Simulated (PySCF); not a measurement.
Bond stretch in Al₂, triplet.

- UKS-BP86/6-31G* = unrestricted BP86/6-31G*, spherical d run with PySCF 2.14.0
- UMP2 = MP2 on UHF/6-31G, 10 core orbitals frozen run with PySCF
- UKS-B3LYP/6-311+G** = unrestricted B3LYP/6-311+G**, spherical d in PySCF 2.14.0
- UCCSD(T) = PySCF 2.14.0 with CCSD(T) on UHF/6-31G, 10 core orbitals frozen

Energies relative to the lowest point of each curve near equilibrium, in kJ/mol:

| R / Å | UKS-BP86/6-31G* | UMP2 | UKS-B3LYP/6-311+G** |
|---|---|---|---|
| 2.44 | 1.4 | 39.5 | 13.3 |
| 2.57 | 1.2 | 12.9 | 7.0 |
| 2.73 | 0.2 | 1.3 | 0.0 |
| 2.80 | 0.0 | 0.0 | 0.0 |
| 2.86 | 1.0 | 0.2 | 1.1 |
| 3.01 | 6.7 | 4.6 | 7.0 |
| 3.17 | 15.9 | 14.0 | 16.2 |
| 3.69 | 51.8 | 54.1 | 52.8 |
| 4.12 | 78.6 | 68.5 | 81.2 |
| 6.01 | 142.5 | 85.6 | 123.0 |
| 6.62 | 146.7 | 86.7 | 124.4 |
| 7.30 | 148.0 | 87.2 | 125.0 |

Task: Predict the corresponding UCCSD(T) column.

Result: 2.44: 38.2; 2.57: 14.8; 2.73: 2.2; 2.80: 0.3; 2.86: 0.0; 3.01: 2.9; 3.17: 9.7; 3.69: 40.1; 4.12: 63.1; 6.01: 92.4; 6.62: 93.7; 7.30: 94.3 (kJ/mol).

The scan ran from 2.05 to 8.28 Å; beyond the distances shown one of the unrestricted levels run for this scan, shown here or not, changes its spin distribution in one step. The unrestricted determinant behind UMP2, UCCSD(T) is spin-contaminated at 2.44 Å (<S²> up to 2.2, against 2.00 for a pure triplet).
